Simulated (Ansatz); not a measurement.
Geometry optimisation, Ansatz 0.2.0, RKS B3LYP/def2-SVP.

The input (input.yaml):

```yaml
crystal:
  periodic: [false, false, false]
  atoms:
    - { symbol: Al, position_ang: [0.003679, -0.520036, -0.450825] }
    - { symbol: F, position_ang: [-0.003034, 0.037777, 2.369881] }
    - { symbol: F, position_ang: [1.463339, 0.152578, -0.861217] }
    - { symbol: H, position_ang: [-1.354766, 0.145325, -0.831395] }
    - { symbol: Br, position_ang: [0.102061, -2.700243, 0.487566] }
    - { symbol: H, position_ang: [0.066922, -0.872801, 2.539889] }
basis:
  gaussian: { orbitals: def2-SVP }
hamiltonian:
  xc: b3lyp
relax:
  f_tol: 0.03
  max_steps: 50
```

Launched with:

```bash
$ ansatz run input.yaml --threads 2 --pin off --max-ram 3072MiB --backend cpu --events-out ev --progress --plain --runs-dir out
```

Task: Where does it end, and by what steps?

Result: The forces met the threshold. After 9 steps the energy has fallen by 0.491 eV; F2 moved furthest, 0.53 Å. Joined: Al1–F2.

| step | energy less start (eV) | largest force component (eV/Å) | accepted |
| --- | --- | --- | --- |
| 0 | 0.0000 | 0.965 | yes |
| 1 | -0.1864 | 0.472 | yes |
| 2 | -0.3690 | 0.505 | yes |
| 3 | -0.4385 | 0.620 | yes |
| 4 | -0.4722 | 0.419 | yes |
| 5 | -0.4837 | 0.126 | yes |
| 6 | -0.4838 | 0.124 | yes |
| 7 | -0.4891 | 0.055 | yes |
| 8 | -0.4910 | 0.061 | yes |
| 9 | -0.4914 | 0.023 | yes |

```xyz
6
Properties=species:S:1:pos:R:3
Al -0.019 -0.454 -0.105
F 0.027 -0.004 1.846
F 1.447 0.169 -0.594
H -1.361 0.120 -0.662
Br 0.073 -2.669 0.631
H 0.111 -0.919 2.137
```

Whether the end is a true minimum wasn't checked by a vibrational analysis.

The run took 14 s on 2 threads of Intel(R) Xeon(R) Platinum 8488C (Sapphire Rapids), with other jobs on the host, peak memory 0.21 GiB.
